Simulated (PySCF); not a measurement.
A structure optimised at PBE0-D3(BJ)/def2-SVP, used in a PySCF frequency run:

```
Ga
F 1 1.7355
Cl 1 2.1133 2 118.50
Cl 1 2.1133 2 118.50 3 180.00
```
Charge 0, spin multiplicity 1.

Task: Write its SMILES, formula and point group.

Result: [F][Ga]([Cl])[Cl], Cl₂FGa, C2v

Task: What are its rotational constants (standard atomic weights)?

Result: 4.2110, 2.0665, 1.3862 GHz
